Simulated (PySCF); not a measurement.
**SrN at PBE0**

Level: PBE0. PySCF, scalar-relativistic core potentials, basis sets Sr def2-TZVPP with ECP28, N def2-TZVPP.

For SrN, the state is ⁴Π (quartet), unpaired electrons π ↑↑↑, a second solution, started from another occupation, the bond length is 2.368 Å and the harmonic wavenumber is 405 cm⁻¹. The force constant is 1.17 mdyn/Å. The rotational constant Be is 0.2489 cm⁻¹, the anharmonicity ωexe is 2.41 cm⁻¹ and the vibration–rotation constant αe is 0.00199 cm⁻¹. The energy of the minimum from ground-state Sr + N is 0.291 eV, the bond order (Mayer) is 0.70 and the dipole moment (positive dipole means Sr(−)N(+)) is -2.57 D.

Spin–orbit coupling is left out. Counting both spins, an empty level lies below a filled one in this solution, because spin and occupation are held.
